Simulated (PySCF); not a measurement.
HfIH3, SMILES [I][HfH3], multiplicity 1. Geometry: PBE-D3(BJ)/def2-TZVP. The spin state was assumed, not searched. The def2 effective core potentials stand for the cores of Hf, I; spin–orbit coupling is left out.

Q: Give the equilibrium geometry at PBE-D3(BJ)/def2-TZVP (PySCF confirms it by a frequency run) as bond lengths and angles, and its point group. (Estimate from the structure and the level; the computed values follow.)

A: point group C3v.
Atoms: Hf1 I2 H3 H4 H5. Bond lengths (Å): Hf1–I2 2.698, Hf1–H3 1.849, Hf1–H4 1.849, Hf1–H5 1.849. Bond angles (°): I2–Hf1–H3 110.0, I2–Hf1–H4 110.0, I2–Hf1–H5 110.0, H3–Hf1–H4 108.9, H3–Hf1–H5 108.9, H4–Hf1–H5 108.9.
